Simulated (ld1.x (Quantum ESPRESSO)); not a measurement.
LDA (PZ) TM dataset for lead, scalar-relativistic all-electron reference.

Input for ld1.x (Quantum ESPRESSO) 7.5:

```
&input
   title='Pb', zed=82., rel=1, dft='PZ', iswitch=3,
   config='[Xe] 4f14 5d10 6s2 6p2',
   nld=2, rlderiv=2.40, eminld=-3.0, emaxld=5.0, deld=0.02
 /
 &inputp
   pseudotype=2, tm=.true., lloc=0,
   nlcc=.true., new_core_ps=.true.,
   file_pseudopw='Pb.UPF', file_wfcaegen='ae.wfc', file_wfcncgen='nc.wfc', file_beta='beta', file_chi='chi'
 /
2
6P  2  1   2.00   0.00  2.20  2.20  0.0
6S  1  0   2.00   0.00  1.75  1.75  0.0
 &test
   configts(1)='6s2 6p2'
 /
```

Command:

```bash
ld1.x < Pb.in > Pb.out
```

Output (shortened: banner, matrices, multipoles, cross overlaps and the repeated all-electron block are left out):

```
Program LD1 v.7.5
     --------------------------- All-electron run ----------------------------

     Pb
     scalar relativistic calculation

     atomic number is 82.00
     dft =PZ   lsd =0 sic =0 latt =0  beta=0.20 tr2=1.0E-14
     Exchange-correlation= PZ
                           (   1   1   0   0   0   0   0)
     mesh =1281 r(mesh) =  98.81810 a.u. xmin = -7.00 dx = 0.01250
     1 Ry =  13.60569312 eV, c = 137.03599908

     n l     nl                  e(Ry)          e(Ha)          e(eV)
     1 0     1S 1( 2.00)     -6472.9756     -3236.4878    -88069.3200
     2 0     2S 1( 2.00)     -1157.8566      -578.9283    -15753.4421
     2 1     2P 1( 6.00)      -993.4006      -496.7003    -13515.9043
     3 0     3S 1( 2.00)      -277.9193      -138.9597     -3781.2852
     3 1     3P 1( 6.00)      -230.7801      -115.3901     -3139.9233
     4 0     4S 1( 2.00)       -62.8655       -31.4328      -855.3293
     4 1     4P 1( 6.00)       -47.4160       -23.7080      -645.1274
     3 2     3D 1(10.00)      -182.6636       -91.3318     -2485.2643
     5 0     5S 1( 2.00)       -10.6149        -5.3074      -144.4228
     5 1     5P 1( 6.00)        -6.3177        -3.1589       -85.9569
     4 2     4D 1(10.00)       -29.5427       -14.7713      -401.9482
     4 3     4F 1(14.00)        -9.7944        -4.8972      -133.2591
     5 2     5D 1(10.00)        -1.5646        -0.7823       -21.2870
     6 0     6S 1( 2.00)        -0.9058        -0.4529       -12.3238
     6 1     6P 1( 2.00)        -0.2727        -0.1363        -3.7103

     final scf error:  6.1E-15 reached in  29 iterations

     Etot =  -41741.400205 Ry,  -20870.700103 Ha, -567920.681717 eV

     Ekin =   47183.676117 Ry,   23591.838058 Ha,  641966.617658 eV
     Encl = -104252.812133 Ry,  -52126.406066 Ha,-1418431.769085 eV
     Eh   =   16078.193904 Ry,    8039.096952 Ha,  218754.972224 eV
     Exc  =    -750.458093 Ry,    -375.229046 Ha,  -10210.502514 eV

     normalization and overlap integrals

     s(1S/1S) =  1.000000  <r> =   0.0161  <r2> =    0.0004  r(max) =   0.0099
     s(2S/2S) =  1.000000  <r> =   0.0676  <r2> =    0.0054  r(max) =   0.0575
     s(2P/2P) =  1.000000  <r> =   0.0615  <r2> =    0.0046  r(max) =   0.0476
     s(3S/3S) =  1.000000  <r> =   0.1746  <r2> =    0.0349  r(max) =   0.1622
     s(3P/3P) =  1.000000  <r> =   0.1766  <r2> =    0.0362  r(max) =   0.1622
     s(4S/4S) =  1.000000  <r> =   0.3845  <r2> =    0.1668  r(max) =   0.3609
     s(4P/4P) =  1.000000  <r> =   0.4103  <r2> =    0.1912  r(max) =   0.3842
     s(3D/3D) =  1.000000  <r> =   0.1600  <r2> =    0.0299  r(max) =   0.1311
     s(5S/5S) =  1.000000  <r> =   0.8524  <r2> =    0.8144  r(max) =   0.7833
     s(5P/5P) =  1.000000  <r> =   0.9763  <r2> =    1.0758  r(max) =   0.8766
     s(4D/4D) =  1.000000  <r> =   0.4312  <r2> =    0.2146  r(max) =   0.3890
     s(4F/4F) =  1.000000  <r> =   0.4539  <r2> =    0.2468  r(max) =   0.3476
     s(5D/5D) =  1.000000  <r> =   1.3067  <r2> =    1.9925  r(max) =   1.0707
     s(6S/6S) =  1.000000  <r> =   2.3044  <r2> =    6.0362  r(max) =   1.9509
     s(6P/6P) =  1.000000  <r> =   3.3422  <r2> =   13.0358  r(max) =   2.6334

     ------------------------ End of All-electron run ------------------------

     --------------------- Generating NC pseudopotential ---------------------

      Generating local pot.: lloc=0, matching radius rcloc =   1.7500

      Computing core charge for nlcc:

       r > 1.90 : true rho core
      Core charge pseudized with two Bessel functions
      Integrated core pseudo-charge :  14.76

      Wfc   6P  rcut= 2.211  Using Troullier-Martins method

     ------------------- End of pseudopotential generation -------------------

     Computing logarithmic derivative in   2.39780
     Computing logarithmic derivative in   2.39780
     Computing the partial wave expansion
       no projector for channel:   0
     R is outside the sphere for l=    1 j= 0.00

     ---------------------- Testing the pseudopotential ----------------------

     Pb
     scalar relativistic calculation

     atomic number is 82.00   valence charge is  4.00
     dft =PZ   lsd =0 sic =0 latt =0  beta=0.20 tr2=1.0E-14
     mesh =1281 r(mesh) =  98.81810 xmin = -7.00 dx = 0.01250

     n l     nl             e AE (Ry)        e PS (Ry)    De AE-PS (Ry)
     1 0     6S   1( 2.00)       -0.90579       -0.90579        0.00000
     2 1     6P   1( 2.00)       -0.27270       -0.27270       -0.00000

     eps = 8.0E-15  iter = 10

     Etot =  -41741.400205 Ry,  -20870.700103 Ha, -567920.681717 eV
     Etotps =   -28.219759 Ry,     -14.109879 Ha,    -383.949379 eV

     Ekin =       2.134730 Ry,       1.067365 Ha,      29.044481 eV
     Encl =     -11.948106 Ry,      -5.974053 Ha,    -162.562263 eV
     Ehrt =       5.149321 Ry,       2.574661 Ha,      70.060086 eV
     Ecxc =     -23.779087 Ry,     -11.889544 Ha,    -323.530967 eV
     (Ecc =     -20.992677 Ry,     -10.496339 Ha,    -285.619924 eV)
     Epseu=       0.223383 Ry,       0.111692 Ha,       3.039284 eV

     ---------------------- End of pseudopotential test ----------------------
```

Generation and configuration tests took about 3.5 s on one core of a shared server CPU.

Transferability test of the new file with ld1.x, input:

```
&input
   title='Pb', zed=82., rel=1, dft='PZ', iswitch=2,
   config='[Xe] 4f14 5d10 6s2 6p2'
 /
 &test
   file_pseudo='Pb.UPF', nconf=10,
   configts(1)='6s2 6p2',
   configts(2)='6s2 6p1',
   configts(3)='6s2 6p0',
   configts(4)='6s1 6p0',
   configts(5)='6s1 6p3',
   configts(6)='6s2 6p2.3',
   configts(7)='6s0 6p4',
   configts(8)='6s1 6p2',
   configts(9)='6s2 6p2', lsdts(9)=1,
   configts(10)='6s2 6p1', lsdts(10)=1
 /
```

```bash
ld1.x < Pb.test.in > Pb.test.out
```

Pseudopotential blocks of its output, shortened (energy terms left out):

```
     ---------------------- Testing the pseudopotential ----------------------

     n l     nl             e AE (Ry)        e PS (Ry)    De AE-PS (Ry)
     1 0     6S   1( 2.00)       -0.90579       -0.90579        0.00000
     2 1     6P   1( 2.00)       -0.27270       -0.27270       -0.00000

     eps = 7.9E-15  iter = 10

     Etot =  -41741.400205 Ry,  -20870.700103 Ha, -567920.681719 eV
     Etotps =   -28.219759 Ry,     -14.109879 Ha,    -383.949379 eV

     ---------------------- End of pseudopotential test ----------------------

          ---------------------- Testing the pseudopotential ----------------------

     n l     nl             e AE (Ry)        e PS (Ry)    De AE-PS (Ry)
     1 0     6S   1( 2.00)       -1.43999       -1.44512        0.00512  !
     2 1     6P   1( 1.00)       -0.74626       -0.74906        0.00280

     eps = 2.2E-15  iter =  7

     Etot =  -41740.898017 Ry,  -20870.449008 Ha, -567913.849093 eV
     Etotps =   -27.716330 Ry,     -13.858165 Ha,    -377.099874 eV
     dEtot_ae =       0.502189 Ry
     dEtot_ps =       0.503429 Ry,   Delta E=      -0.001241 Ry

     ---------------------- End of pseudopotential test ----------------------

          ---------------------- Testing the pseudopotential ----------------------

     n l     nl             e AE (Ry)        e PS (Ry)    De AE-PS (Ry)
     1 0     6S   1( 2.00)       -2.04893       -2.06732        0.01839  !
     2 1     6P   1( 0.00)       -1.28584       -1.29834        0.01250  !

     eps = 1.3E-15  iter =  7

     Etot =  -41739.886521 Ry,  -20869.943261 Ha, -567900.086993 eV
     Etotps =   -26.697509 Ry,     -13.348755 Ha,    -363.238116 eV
     dEtot_ae =       1.513684 Ry
     dEtot_ps =       1.522250 Ry,   Delta E=      -0.008565 Ry

     ---------------------- End of pseudopotential test ----------------------

          ---------------------- Testing the pseudopotential ----------------------

     n l     nl             e AE (Ry)        e PS (Ry)    De AE-PS (Ry)
     1 0     6S   1( 1.00)       -2.79170       -2.84460        0.05290  !
     2 1     6P   1( 0.00)       -1.94238       -1.98118        0.03880  !

     eps = 3.1E-16  iter =  5

     Etot =  -41737.470051 Ry,  -20868.735026 Ha, -567867.209247 eV
     Etotps =   -24.245719 Ry,     -12.122860 Ha,    -329.879813 eV
     dEtot_ae =       3.930154 Ry
     dEtot_ps =       3.974040 Ry,   Delta E=      -0.043886 Ry

     ---------------------- End of pseudopotential test ----------------------

          ---------------------- Testing the pseudopotential ----------------------

     n l     nl             e AE (Ry)        e PS (Ry)    De AE-PS (Ry)
     1 0     6S   1( 1.00)       -0.98777       -0.99417        0.00640  !
     2 1     6P   1( 3.00)       -0.32444       -0.32591        0.00147

     eps = 1.4E-16  iter =  7

     Etot =  -41740.751867 Ry,  -20870.375933 Ha, -567911.860619 eV
     Etotps =   -27.568819 Ry,     -13.784409 Ha,    -375.092885 eV
     dEtot_ae =       0.648339 Ry
     dEtot_ps =       0.650940 Ry,   Delta E=      -0.002601 Ry

     ---------------------- End of pseudopotential test ----------------------

          ---------------------- Testing the pseudopotential ----------------------

     n l     nl             e AE (Ry)        e PS (Ry)    De AE-PS (Ry)
     1 0     6S   1( 2.00)       -0.76745       -0.76699       -0.00047
     2 1     6P   1( 2.30)       -0.15011       -0.14997       -0.00013

     eps = 5.0E-15  iter =  8

     Etot =  -41741.463313 Ry,  -20870.731656 Ha, -567921.540340 eV
     Etotps =   -28.282870 Ry,     -14.141435 Ha,    -384.808054 eV
     dEtot_ae =      -0.063107 Ry
     dEtot_ps =      -0.063111 Ry,   Delta E=       0.000004 Ry

     ---------------------- End of pseudopotential test ----------------------

          ---------------------- Testing the pseudopotential ----------------------

     n l     nl             e AE (Ry)        e PS (Ry)    De AE-PS (Ry)
     1 0     6S   1( 0.00)       -1.06199       -1.07481        0.01282  !
     2 1     6P   1( 4.00)       -0.37114       -0.37418        0.00303

     eps = 1.9E-15  iter = 12

     Etot =  -41740.074689 Ry,  -20870.037344 Ha, -567902.647144 eV
     Etotps =   -26.884178 Ry,     -13.442089 Ha,    -365.777880 eV
     dEtot_ae =       1.325517 Ry
     dEtot_ps =       1.335581 Ry,   Delta E=      -0.010064 Ry

     ---------------------- End of pseudopotential test ----------------------

          ---------------------- Testing the pseudopotential ----------------------

     n l     nl             e AE (Ry)        e PS (Ry)    De AE-PS (Ry)
     1 0     6S   1( 1.00)       -1.52510       -1.53827        0.01317  !
     2 1     6P   1( 2.00)       -0.80767       -0.81358        0.00592  !

     eps = 7.0E-18  iter =  7

     Etot =  -41740.192550 Ry,  -20870.096275 Ha, -567904.250727 eV
     Etotps =   -27.005923 Ry,     -13.502962 Ha,    -367.434302 eV
     dEtot_ae =       1.207656 Ry
     dEtot_ps =       1.213836 Ry,   Delta E=      -0.006180 Ry

     ---------------------- End of pseudopotential test ----------------------

          ---------------------- Testing the pseudopotential ----------------------

     n l     nl             e AE (Ry)        e PS (Ry)    De AE-PS (Ry)
     1 0     6S   1( 1.00)       -0.92567       -0.92587        0.00020
     2 1     6P   1( 2.00)       -0.29718       -0.29708       -0.00010
     1 0     6S   2( 1.00)       -0.86730       -0.86779        0.00050
     2 1     6P   2( 0.00)       -0.22769       -0.22826        0.00057

     eps = 5.2E-15  iter = 10

     Etot =  -41741.433429 Ry,  -20870.716715 Ha, -567921.133750 eV
     Etotps =   -28.252708 Ry,     -14.126354 Ha,    -384.397669 eV
     dEtot_ae =      -0.033224 Ry
     dEtot_ps =      -0.032949 Ry,   Delta E=      -0.000275 Ry

     ---------------------- End of pseudopotential test ----------------------

          ---------------------- Testing the pseudopotential ----------------------

     n l     nl             e AE (Ry)        e PS (Ry)    De AE-PS (Ry)
     1 0     6S   1( 1.00)       -1.45567       -1.46086        0.00519  !
     2 1     6P   1( 1.00)       -0.76493       -0.76756        0.00263
     1 0     6S   2( 1.00)       -1.41968       -1.42518        0.00550  !
     2 1     6P   2( 0.00)       -0.72144       -0.72481        0.00337

     eps = 2.4E-15  iter = 11

     Etot =  -41740.908686 Ry,  -20870.454343 Ha, -567913.994250 eV
     Etotps =   -27.726827 Ry,     -13.863414 Ha,    -377.242705 eV
     dEtot_ae =       0.491520 Ry
     dEtot_ps =       0.492931 Ry,   Delta E=      -0.001412 Ry

     ---------------------- End of pseudopotential test ----------------------
```
